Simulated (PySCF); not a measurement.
## Heteronuclear NMR

Atoms are numbered as in `[CH3:1][N:2]([CH3:3])[C:4](=[O:5])[N:6]([CH3:7])[CH3:8]`. Each H is labelled by its parent atom.

PySCF 2.14 calculation with PBE0/pcSseg-1 with gauge-including orbitals and geometry: PBE0-D3(BJ)/def2-SVP; non-relativistic Hamiltonian, in vacuum, averaged over atoms made equivalent by symmetry, fast rotation or ring inversion, single conformer.

**Question.** Where does ¹⁵N resonate?

**Answer.** 
```
atoms          environment  σ (ppm)  δ (ppm)
N2/N6  amide-type nitrogen    182.0   -317.1
```

Shieldings were converted by a linear fit to measured shifts: ¹⁵N (scatter 7.2 ppm rms vs CH3NO2, solution or neat liquid). Occasional misses reach two or three times the rms, and more in compound classes unlike the fitted ones.

On a 400 MHz spectrometer ¹⁵N resonates near 40.5 MHz, so 1 ppm is 40.5 Hz.

**Question.** Predict the ¹⁷O NMR data.

**Answer.** 
```
atoms                 environment  σ (ppm)  δ (ppm)
   O5  amide-type carbonyl oxygen    -22.9    284.5
```

Shieldings were converted by a linear fit to measured shifts: ¹⁷O (scatter 13.4 ppm rms, 14.2 ppm with the 1 outlier that the fit left out vs liquid water, solution or neat liquid). Occasional misses reach two or three times the rms, and more in compound classes unlike the fitted ones.

On a 400 MHz spectrometer ¹⁷O resonates near 54.2 MHz, so 1 ppm is 54.2 Hz.
